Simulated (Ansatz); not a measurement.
Isolated molecules relaxed with PBE0-D4/def2-TZVP in Ansatz; ΔE leaves out vibrations. CCSD(T)/CBS is the MP2 limit (def2-TZVPP, def2-QZVPP) plus CCSD(T) − MP2 in def2-TZVPP, frozen cores. DFT in def2-TZVPP. For Ga, Ge outer-core shells are correlated without core-valence functions, which leaves a few kJ/mol of doubt a bond. Scalar relativity is left out up to krypton. Each species was taken in one conformer, which may not be the lowest.

Reaction (cleavage of the Ge–Ga bond): `[SiH3][GeH2][GaH2]` + silanol → `[SiH3][O][GeH2][SiH3]` + `[GaH3]`

`[SiH3][GeH2][GaH2]`:

Cartesian coordinates in Å:
```
Si -0.839 -1.565 -0.331
Ge -0.072 0.657 -0.732
Ga 1.208 1.469 1.177
H -1.629 -2.082 -1.480
H -1.693 -1.593 0.886
H 0.323 -2.466 -0.106
H -1.309 1.534 -1.012
H 0.773 0.631 -2.022
H 2.757 1.218 1.256
H 0.481 2.198 2.365
```

`O[SiH3]`:

```xyz
6

O     0.122    0.302   -1.239
Si    0.071    0.041    0.387
H    -0.397   -0.274   -1.801
H    -1.310    0.186    0.924
H     0.955    1.065    0.990
H     0.559   -1.320    0.741
```

`[SiH3][O][GeH2][SiH3]`:

Cartesian coordinates in Å:
```
Si -0.236 -1.371 -2.068
O 0.224 -0.487 -0.773
Ge -0.676 0.317 0.544
Si 0.983 1.321 1.922
H -1.122 -0.580 -2.968
H 0.984 -1.774 -2.810
H -0.982 -2.590 -1.646
H -1.639 1.334 -0.105
H -1.507 -0.765 1.266
H 1.891 0.272 2.453
H 1.762 2.305 1.128
H 0.319 2.017 3.056
```

`[GaH3]`:

```xyz
4

Ga    0.000    0.000    0.001
H    -0.487   -1.466    0.271
H    -1.022    1.090   -0.478
H     1.509    0.376    0.207
```

```csv
level,ΔE (kcal/mol)
r2SCAN-D4,4.4
PBE,7.1
SCS-MP2/def2-TZVPP,1.1
HF/def2-QZVPP,-2.9
MP2/def2-QZVPP,3.7
SCS-MP2/def2-QZVPP,1.5
HF/CBS(def2),-3.0
MP2/CBS(def2),4.5
```

**Question.** What does CCSD(T)/CBS give? (Estimate.)

**Answer.** The calculation gave: +4.4 kcal/mol. The listed levels differ from it by 0.0, 2.7, -3.3, -7.3, -0.7, -2.9, -7.4, 0.1 kcal/mol.

Largest T1 diagnostic among the species: 0.013.

From PBE to PBE0 (25 % exact exchange), in def2-TZVPP and without D4, ΔE moves by −0.8 kcal/mol. In def2-TZVPP, CCSD(T) changes the Hartree–Fock value by +5.3 kcal/mol (the triples alone add +0.4 kcal/mol) and MP2 by +5.4 kcal/mol.
